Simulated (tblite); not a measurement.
A geometry optimisation, step by step.

Compound: C₆H₁₅NSi.
SMILES with atom numbers: `[CH2:1]=[CH:2][N:3]([CH2:4][SiH3:5])[CH:6]([CH3:7])[CH3:8]` (hydrogens: H9, H10 on C1; H11 on C2; H12, H13 on C4; H14, H15, H16 on Si5; H17 on C6; H18, H19, H20 on C7; H21, H22, H23 on C8)

Computed with GFN2-xTB (tblite), gas phase: L-BFGS steps from a force-field or distance-geometry start until the largest atomic force falls under 0.01 eV/Å. 4 of its 145 geometries are shown.

Step 0: E = -682.3487 eV, largest atomic force 2.590 eV/Å
```
atom  x, y, z in Å  |  force x, y, z in eV/Å
C1      0.172    2.467    0.041   -0.246   2.309  -0.509
C2      0.323    1.274    0.511   -0.083  -2.552   0.433
N3      0.170    0.076   -0.240    0.028  -0.381  -0.193
C4      1.230   -0.326   -1.144   -0.366  -0.410  -0.079
Si5     2.723   -0.590   -0.029    0.467  -0.518   0.769
C6     -1.032   -0.750   -0.182    0.717   0.687  -0.355
C7     -2.204    0.097   -0.600   -2.079   0.019   0.035
C8     -1.260   -1.310    1.202    0.055  -0.967   1.341
H9     -0.114    2.690   -0.988    0.203  -0.099   0.399
H10     0.311    3.321    0.717   -0.046  -0.322  -0.562
H11     0.608    1.134    1.561   -0.271   0.052  -0.099
H12     0.906   -1.292   -1.632    0.443   1.155   0.225
H13     1.408    0.448   -1.893   -0.126  -0.077  -0.344
H14     3.994   -0.322   -0.705   -0.024  -0.019   0.047
H15     2.564    0.258    1.185    0.320  -0.204  -0.424
H16     2.628   -1.991    0.457    0.135   0.283  -0.122
H17    -0.929   -1.560   -0.945    0.163   0.373   0.756
H18    -3.019   -0.110    0.147    0.390   0.609  -0.870
H19    -1.979    1.179   -0.583   -0.224  -0.728  -0.202
H20    -2.587   -0.256   -1.582    0.224   0.721   0.509
H21    -2.349   -1.463    1.428    1.078  -0.014  -0.205
H22    -0.835   -0.668    2.007   -0.407  -0.288  -0.721
H23    -0.735   -2.280    1.276   -0.351   0.370   0.170
```

Step 48: E = -683.4937 eV, largest atomic force 0.215 eV/Å
```
atom  x, y, z in Å  |  force x, y, z in eV/Å
C1      0.732    2.525    0.086    0.012  -0.094  -0.046
C2     -0.055    1.469    0.304   -0.023   0.209   0.044
N3      0.035    0.214   -0.228   -0.050   0.109  -0.027
C4      1.144   -0.127   -1.095    0.013   0.051   0.029
Si5     2.686   -0.702   -0.112   -0.024  -0.046   0.016
C6     -1.061   -0.719   -0.074    0.008  -0.018  -0.029
C7     -2.419   -0.117   -0.472    0.052   0.010  -0.052
C8     -1.124   -1.342    1.326    0.043  -0.007   0.022
H9      1.593    2.501   -0.555    0.030   0.020   0.001
H10     0.503    3.475    0.537    0.055  -0.103   0.068
H11    -0.889    1.604    0.983    0.025  -0.105  -0.033
H12     0.829   -0.919   -1.780   -0.021   0.051   0.006
H13     1.387    0.739   -1.715   -0.041   0.002  -0.048
H14     3.810   -0.854   -1.047   -0.071   0.030   0.063
H15     3.005    0.270    0.937   -0.053  -0.122  -0.079
H16     2.354   -2.023    0.446    0.062   0.120   0.042
H17    -0.853   -1.535   -0.773    0.008  -0.115  -0.014
H18    -3.229   -0.756   -0.121    0.083   0.084  -0.026
H19    -2.550    0.887   -0.070   -0.041  -0.166   0.077
H20    -2.485   -0.041   -1.555   -0.012   0.019  -0.052
H21    -1.767   -2.219    1.272   -0.001   0.046   0.176
H22    -1.518   -0.649    2.067   -0.017   0.012  -0.084
H23    -0.132   -1.654    1.649   -0.038   0.013  -0.056
```

Step 96: E = -683.6053 eV, largest atomic force 0.027 eV/Å
```
atom  x, y, z in Å  |  force x, y, z in eV/Å
C1      0.842    2.437    0.237    0.007   0.013   0.000
C2     -0.088    1.482    0.253    0.012  -0.001  -0.007
N3     -0.074    0.293   -0.423    0.001   0.004  -0.008
C4      1.092   -0.081   -1.190    0.009   0.000   0.005
Si5     2.569   -0.717   -0.144   -0.006  -0.012  -0.002
C6     -1.054   -0.726   -0.107   -0.005  -0.002  -0.010
C7     -2.460   -0.278   -0.520   -0.015  -0.003   0.009
C8     -1.024   -1.140    1.368    0.005  -0.003   0.001
H9      1.765    2.363   -0.306    0.005   0.001  -0.005
H10     0.684    3.348    0.783   -0.012   0.007   0.001
H11    -0.990    1.642    0.827    0.005  -0.001   0.002
H12     0.792   -0.849   -1.909   -0.007   0.014   0.003
H13     1.394    0.786   -1.784    0.000   0.003   0.012
H14     3.711   -0.854   -1.050    0.010  -0.008   0.014
H15     2.878    0.199    0.950   -0.025  -0.006  -0.008
H16     2.222   -2.029    0.412    0.001   0.007  -0.016
H17    -0.793   -1.603   -0.709    0.018  -0.011  -0.004
H18    -3.156   -1.108   -0.428   -0.005   0.004   0.002
H19    -2.812    0.536    0.109    0.000  -0.003  -0.014
H20    -2.456    0.063   -1.554    0.002  -0.006   0.016
H21    -1.665   -2.003    1.525   -0.023  -0.012   0.003
H22    -1.371   -0.333    2.006   -0.003   0.018   0.006
H23    -0.011   -1.400    1.665    0.025  -0.004   0.000
```

Step 144: E = -683.6122 eV, largest atomic force 0.009 eV/Å
```
atom  x, y, z in Å  |  force x, y, z in eV/Å
C1      0.833    2.468    0.223    0.001  -0.001   0.006
C2     -0.099    1.516    0.222    0.001  -0.003   0.002
N3     -0.082    0.326   -0.453    0.000  -0.001  -0.004
C4      1.095   -0.051   -1.205    0.001  -0.002  -0.003
Si5     2.508   -0.789   -0.140   -0.004   0.001   0.006
C6     -1.029   -0.715   -0.104    0.002  -0.001   0.000
C7     -2.454   -0.319   -0.507    0.003   0.002   0.002
C8     -0.968   -1.101    1.378   -0.002  -0.003  -0.001
H9      1.771    2.390   -0.295    0.000   0.000   0.001
H10     0.662    3.384    0.758   -0.004   0.001   0.001
H11    -1.010    1.681    0.779   -0.002  -0.004  -0.006
H12     0.786   -0.766   -1.973    0.002  -0.002   0.000
H13     1.443    0.835   -1.739   -0.003  -0.004  -0.004
H14     3.726   -0.824   -0.950    0.000   0.002   0.001
H15     2.694    0.016    1.063   -0.001   0.002  -0.001
H16     2.145   -2.158    0.245    0.001   0.000  -0.006
H17    -0.748   -1.596   -0.694    0.003  -0.001   0.003
H18    -3.124   -1.164   -0.375   -0.003   0.007   0.002
H19    -2.818    0.506    0.098    0.005   0.001   0.005
H20    -2.475   -0.015   -1.551    0.001   0.001  -0.001
H21    -1.619   -1.952    1.566    0.000  -0.001   0.003
H22    -1.290   -0.275    2.008    0.002  -0.001  -0.005
H23     0.049   -1.370    1.656   -0.004   0.008  -0.001
```

Q: Summarise the path.

A: The energy falls by 29.14 kcal/mol from step 0 to step 144; nine tenths of that is first reached at step 47. It rises by more than 0.2 meV at step 27. The largest force goes from 2.590 to 0.009 eV/Å. Among the bonds C2–N3 changes most, from 1.422 to 1.368 Å; the atoms move by 0.849 Å rms after alignment.

What follows is the cost of the whole relaxation. On one thread, Arm Neoverse V1 (aarch64), no GPU, on a shared host, this took 1.3 s wall.
